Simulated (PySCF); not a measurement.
Stepwise substitution at one centre (Al Br-SH). Gas-phase values, no solvent. One relaxed conformer stands for each flexible species; it need not be the lowest. Strings in code marks are SMILES.

These are PBE-D3(BJ)/def2-TZVP // B3LYP-D3(BJ)/def2-TZVP (PySCF 2.14.0) values and carry that method's errors. All candidates: neutral, multiplicity 1. Excitations are Tamm–Dancoff values on a coarser integration grid. The basis has no diffuse functions, so Rydberg states are missing or too high.

```yaml
LUMO: -1.50 eV
T1 excitation (TDA): 4.86 eV
S1 excitation (TDA): 5.05 eV
```

Question: Name which member has these values.
A. `[SH][Al]([SH])[Br]` (H–S–Al–Br torsion -180°, Br–Al–S–H torsion 0°)
B. `[Br][Al]([Br])[Br]`
C. `[SH][Al]([Br])[Br]` (H–S–Al–Br torsion 0°)
D. `[SH][Al]([SH])[SH]`

Answer: D, `[SH][Al]([SH])[SH]`. The others give `[Br][Al]([Br])[Br]`: -2.45 eV, 4.80 eV, 5.04 eV; `[SH][Al]([Br])[Br]` (H–S–Al–Br torsion 0°): -2.11 eV, 4.67 eV, 4.95 eV; `[SH][Al]([SH])[Br]` (H–S–Al–Br torsion -180°, Br–Al–S–H torsion 0°): -1.78 eV, 4.74 eV, 4.96 eV
